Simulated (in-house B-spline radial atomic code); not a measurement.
# Ionising the silver ion Ag⁵⁺ with different functionals

Computed with a B-spline radial code for spherical atoms: four-component Dirac-Coulomb Hamiltonian, Fermi nucleus of rms radius 4.5454 fm, spin-restricted, spherical fractional occupations for the functionals. The ionisation energy is the difference of two self-consistent energies, [Kr] 4d6 → [Kr] 4d5, without Breit or QED terms; ε is the level of the shell that loses the electron (mean over j). The electron is taken from both j subshells in proportion to 2j + 1, so the result is a j average, not the step between ground levels.

Hybrids are left out here: with spherical fractional occupations of an open shell their exact exchange keeps a self-interaction that integer-occupation calculations don't have.

| method | rung | ΔSCF (eV) | -ε(4d) (eV) |
| --- | --- | --- | --- |
| LDA VWN5 | LDA | 86.45 | 77.38 |
| relativistic LDA | LDA | 86.47 | 77.40 |
| LDA PW92 | LDA | 86.44 | 77.37 |
| LDA exchange-only | LDA | 84.61 | 75.57 |
| PBE | GGA | 86.26 | 77.19 |
| PBEsol | GGA | 86.23 | 77.15 |
| BLYP | GGA | 86.08 | 77.01 |
| RPBE | GGA | 86.22 | 77.14 |
| PW91 | GGA | ? | ? |
| BP86 | GGA | ? | ? |
| AM05 | GGA | 86.23 | 77.16 |
| OLYP | GGA | 86.60 | 77.49 |

Q: What does BP86 give?

A: ΔSCF 86.32 eV, and -ε(4d) = 77.25 eV.

Q: What does PW91 give?

A: ΔSCF 86.35 eV, and -ε(4d) = 77.28 eV.

Q: How do they compare with the NIST value?

A: NIST lists 82 eV ± 2 (tabulated theory, ground level to ground level). Errors run from +2.61 to +4.60 eV. The correlated functionals all miss on the same side by more than they spread, so the cause is common to them (Breit-QED terms, spin polarisation, the choice among j levels, multiplet and fine-structure energies, or a listed next ion that isn't the cheapest removal here) and closeness doesn't rank the functionals.
